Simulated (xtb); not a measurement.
Cl3Ti, doublet, from a rough starting geometry (GFN-xTB shapes and energies of metal compounds can be far from the true ones); GFN2-xTB in xtb 6.7.1.

Input for xtb:
```
$ xtb mol.xyz --gfn 2 --uhf 1 --opt vtight --json

# file mol.xyz
4

Ti     0.06889211     0.00596940    -0.00319839
Cl     1.95498438    -0.21485959    -0.39601704
Cl    -0.74608374    -0.93291484     1.69608717
Cl    -1.23566078     1.19004992    -1.17208233
```

Output, abridged:

```
   ID    Z sym.   atoms
    1   22 Ti     1
    2   17 Cl     2-4

           -------------------------------------------------
          |                Calculation Setup                |
           -------------------------------------------------

           -------------------------------------------------
          |                 G F N 2 - x T B                 |
           -------------------------------------------------

          ...................................................
          :                      SETUP                      :
          :.................................................:
          :  # basis functions                  40          :
          :  # atomic orbitals                  36          :
          :  # shells                           12          :
          :  # electrons                        25          :
          :  max. iterations                   250          :
          :  Hamiltonian                  GFN2-xTB          :
          :  restarted?                      false          :
          :  GBSA solvation                  false          :
          :  PC potential                    false          :
          :  electronic temp.          300.0000000     K    :
          :  accuracy                    1.0000000          :
          :  -> integral cutoff          0.2500000E+02      :
          :  -> integral neglect         0.1000000E-07      :
          :  -> SCF convergence          0.1000000E-05 Eh   :
          :  -> wf. convergence          0.1000000E-03 e    :
          :  Broyden damping             0.4000000          :
          :  net charge                          0          :
          :  unpaired electrons                  1          :
          ...................................................

 iter      E             dE          RMSdq      gap      omega  full diag
   1    -15.4013609 -0.154014E+02  0.737E+00    0.67       0.0  T
   2    -15.4301494 -0.287885E-01  0.316E+00    0.65       1.0  T
   3    -15.4309130 -0.763552E-03  0.158E+00    0.68       1.0  T
   4    -15.4309952 -0.822628E-04  0.305E-01    0.69       1.0  T
   5    -15.4309995 -0.428075E-05  0.142E-01    0.69       1.0  T
   6    -15.4310026 -0.310062E-05  0.386E-02    0.69       1.3  T
   7    -15.4310035 -0.878132E-06  0.210E-02    0.69       2.4  T
   8    -15.4310038 -0.347886E-06  0.786E-03    0.69       6.4  T
   9    -15.4310039 -0.375453E-07  0.635E-03    0.69       7.9  T
  10    -15.4310039 -0.468037E-07  0.234E-03    0.69      21.3  T
  11    -15.4310039 -0.670246E-08  0.190E-03    0.69      26.3  T
  12    -15.4310039 -0.509190E-08  0.327E-04    0.69     153.0  T
  13    -15.4310039 -0.965841E-10  0.179E-04    0.69     279.1  T

   *** convergence criteria satisfied after 13 iterations ***

         :::::::::::::::::::::::::::::::::::::::::::::::::::::
         ::                     SUMMARY                     ::
         :::::::::::::::::::::::::::::::::::::::::::::::::::::
         :: total energy             -15.377925216310 Eh    ::
         :: gradient norm              0.104902823948 Eh/a0 ::
         :: HOMO-LUMO gap              0.693388358032 eV    ::
         ::.................................................::
         :: SCC energy               -15.431002726039 Eh    ::
         :: -> isotropic ES            0.032759025138 Eh    ::
         :: -> anisotropic ES          0.000640944988 Eh    ::
         :: -> anisotropic XC          0.000614843785 Eh    ::
         :: -> dispersion             -0.003972806661 Eh    ::
         :: repulsion energy           0.053077509729 Eh    ::
         :: add. restraining           0.000000000000 Eh    ::
         :: total charge               0.000000000000 e     ::
         :::::::::::::::::::::::::::::::::::::::::::::::::::::

      -----------------------------------------------------------
     |                   =====================                   |
     |                        A N C O P T                        |
     |                   =====================                   |
     |               Approximate Normal Coordinate               |
     |                Rational Function Optimizer                |
      -----------------------------------------------------------
      -----------------------------------------------------------
     |                   =====================                   |
     |                        A N C O P T                        |
     |                   =====================                   |
     |               Approximate Normal Coordinate               |
     |                Rational Function Optimizer                |
      -----------------------------------------------------------

          ...................................................
          :                      SETUP                      :
          :.................................................:
          :   optimization level         verytight          :
          :   max. optcycles                   200          :
          :   ANC micro-cycles                  20          :
          :   degrees of freedom                 6          :
          :.................................................:
          :   RF solver                   davidson          :
          :   write xtbopt.log                true          :
          :   linear?                        false          :
          :   energy convergence         0.1000000E-06 Eh   :
          :   grad. convergence          0.2000000E-03 Eh/α :
          :   maxmium RF displ.          1.0000000          :
          :   Hlow (freq-cutoff)         0.1000000E-01      :
          :   Hmax (freq-cutoff)         5.0000000          :
          :   S6 in model hess.         20.0000000          :
          ...................................................

generating ANC from exact Hessian ...
Using Lindh-Hessian (1995)
 Shifting diagonal of input Hessian by    9.7259417474499649E-003
[...]
 * total energy  :   -15.3877021 Eh     change       -0.9776868E-02 Eh
 * total energy  :   -15.3878206 Eh     change       -0.1185048E-03 Eh
 * total energy  :   -15.3878454 Eh     change       -0.2481151E-04 Eh
 * total energy  :   -15.3879195 Eh     change       -0.7410506E-04 Eh
 * total energy  :   -15.3876372 Eh     change        0.2823070E-03 Eh
 * total energy  :   -15.3880305 Eh     change       -0.3933342E-03 Eh
 * total energy  :   -15.3881188 Eh     change       -0.8825491E-04 Eh
 * total energy  :   -15.3879445 Eh     change        0.1742473E-03 Eh
 * total energy  :   -15.3885738 Eh     change       -0.6292822E-03 Eh
 * total energy  :   -15.3886318 Eh     change       -0.5800754E-04 Eh
 * total energy  :   -15.3886350 Eh     change       -0.3211860E-05 Eh
 * total energy  :   -15.3886354 Eh     change       -0.3800806E-06 Eh
 * total energy  :   -15.3886354 Eh     change       -0.2646210E-08 Eh
   *** GEOMETRY OPTIMIZATION CONVERGED AFTER 14 ITERATIONS ***
[...]
          :  -> wf. convergence          0.1000000E-03 e    :
          :  Broyden damping             0.4000000          :
          :  net charge                          0          :
          :  unpaired electrons                  1          :
          ...................................................

 iter      E             dE          RMSdq      gap      omega  full diag
   1    -15.4193775 -0.154194E+02  0.470E-05    0.60       0.0  T
   2    -15.4193775 -0.470735E-12  0.339E-05    0.60    1473.8  T
   3    -15.4193775 -0.719425E-12  0.158E-05    0.60    3157.9  T

   *** convergence criteria satisfied after 3 iterations ***

         :::::::::::::::::::::::::::::::::::::::::::::::::::::
         ::                     SUMMARY                     ::
         :::::::::::::::::::::::::::::::::::::::::::::::::::::
         :: total energy             -15.388635424831 Eh    ::
         :: gradient norm              0.000012652142 Eh/a0 ::
         :: HOMO-LUMO gap              0.599501160458 eV    ::
         ::.................................................::
         :: SCC energy               -15.419376239465 Eh    ::
         :: -> isotropic ES            0.032492730039 Eh    ::
         :: -> anisotropic ES          0.000483416348 Eh    ::
         :: -> anisotropic XC         -0.000439713066 Eh    ::
         :: -> dispersion             -0.003961200312 Eh    ::
         :: repulsion energy           0.030740814634 Eh    ::
         :: add. restraining           0.000000000000 Eh    ::
         :: total charge              -0.000000000020 e     ::
         :::::::::::::::::::::::::::::::::::::::::::::::::::::

           -------------------------------------------------
          |                Property Printout                |
           -------------------------------------------------

    * Orbital Energies and Occupations

         #    Occupation            Energy/Eh            Energy/eV
      -------------------------------------------------------------
         1        2.0000           -1.1069266             -30.1210
         2        2.0000           -1.1069240             -30.1209
         3        2.0000           -1.0908968             -29.6848
         4        2.0000           -0.5591403             -15.2150
         5        2.0000           -0.4873597             -13.2617
         6        2.0000           -0.4678620             -12.7312
         7        2.0000           -0.4678594             -12.7311
         8        2.0000           -0.4592156             -12.4959
         9        2.0000           -0.4592138             -12.4958
        10        2.0000           -0.4565981             -12.4247
        11        2.0000           -0.4565956             -12.4246
        12        2.0000           -0.4515553             -12.2874
        13        1.0000           -0.3536853              -9.6243 (HOMO)
        14        0.0000           -0.3316540              -9.0248 (LUMO)
        15        0.0000           -0.3316528              -9.0247
        16                         -0.2947684              -8.0211
        17                         -0.2947664              -8.0210
        18                         -0.0973295              -2.6485
        19                          0.0043134               0.1174
        20                          0.0077520               0.2109
        21                          0.0077524               0.2110
        22                          0.0082602               0.2248
        23                          0.0090990               0.2476
        24                          0.0091008               0.2476
       ...                                ...                  ...
        36                          0.7934419              21.5907
      -------------------------------------------------------------
                  HL-Gap            0.0220313 Eh            0.5995 eV
             Fermi-level           -0.3728095 Eh          -10.1447 eV

     #   Z          covCN         q      C6AA      α(0)
     1  22 Ti       2.281     0.692   209.077    35.403
     2  17 Cl       0.761    -0.231   106.249    15.767
     3  17 Cl       0.761    -0.231   106.249    15.767
     4  17 Cl       0.761    -0.231   106.250    15.767

 Mol. C6AA /au·bohr⁶  :       1999.475595
 Mol. C8AA /au·bohr⁸  :     123379.221257
 Mol. α(0) /au        :         82.705172

Wiberg/Mayer (AO) data.
largest (>0.10) Wiberg bond orders for each atom

 ---------------------------------------------------------------------------
     #   Z sym  total        # sym  WBO       # sym  WBO       # sym  WBO
 ---------------------------------------------------------------------------
     1  22 Ti   3.643 --     2 Cl   1.214     3 Cl   1.214     4 Cl   1.214
     2  17 Cl   1.347 --     1 Ti   1.214
     3  17 Cl   1.347 --     1 Ti   1.214
     4  17 Cl   1.347 --     1 Ti   1.214
 ---------------------------------------------------------------------------

Topologies differ in total number of bonds
Writing topology from bond orders to xtbtopo.mol

molecular dipole:
                 x           y           z       tot (Debye)
 q only:       -0.137      -0.484      -0.336
   full:       -0.158      -0.561      -0.389       1.780
molecular quadrupole (traceless):
                xx          xy          yy          xz          yz          zz
 q only:       -2.314       1.481       2.549       1.018       3.630      -0.235
  q+dip:       -2.601       1.665       2.866       1.144       4.079      -0.265
   full:       -2.829       1.811       3.114       1.245       4.437      -0.285

optimized geometry written to: xtbopt.xyz

           -------------------------------------------------
          | TOTAL ENERGY              -15.388635424831 Eh   |
          | GRADIENT NORM               0.000012652142 Eh/α |
          | HOMO-LUMO GAP               0.599501160458 eV   |
           -------------------------------------------------

normal termination of xtb
```
